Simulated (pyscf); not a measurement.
`[O]=[Ti]=[O]`, singlet

Gas-phase minimum from PySCF at ωB97X-D3(BJ)/def2-SVP, one conformer. 

```
Ti
O 1 1.6131
O 1 1.6131 2 111.14
```
Charge 0, spin multiplicity 1.

Properties at ωB97X-D3(BJ)/def2-SVP:

```yaml
harmonic_wavenumbers_unscaled: 363, 1070, 1120 cm⁻¹
zero_point_energy: 3.7 kcal/mol
rotational_symmetry_number: 2
Entropy of this conformer at 298 K and 1 atm, rigid rotor and harmonic oscillator, modes under 100 cm⁻¹ raised to 100: 257.4 J/(mol K)
dipole_moment: 6.76 D
```

Single-point totals, which compare only within one level (frozen core for MP2 and CC):

```csv
level,total energy (hartree)
ωB97X-D3(BJ)/def2-TZVP,-999.99282
PBE/def2-TZVP,-999.67456
r²SCAN/def2-TZVP,-999.93104
B3LYP-D3(BJ)/def2-TZVP,-1000.03531
PBE0-D3(BJ)/def2-TZVP,-999.65252
M06-2X/def2-TZVP,-999.88920
ωB97M-D3(BJ)/def2-TZVP,-1000.07075
HF/def2-TZVPP,-998.17251
MP2/def2-TZVPP,-999.13677
CCSD/def2-TZVPP,-999.07612
CCSD(T)/def2-TZVPP,-999.14129
```

The CCSD(T) − MP2 part came from Ansatz, without density fitting, on the same reference. The frozen core leaves the outer d or s,p core shells of the metals and heavy elements correlated in the MP2 and CC values, and def2-TZVPP describes them poorly, so these totals are far from the basis limit.
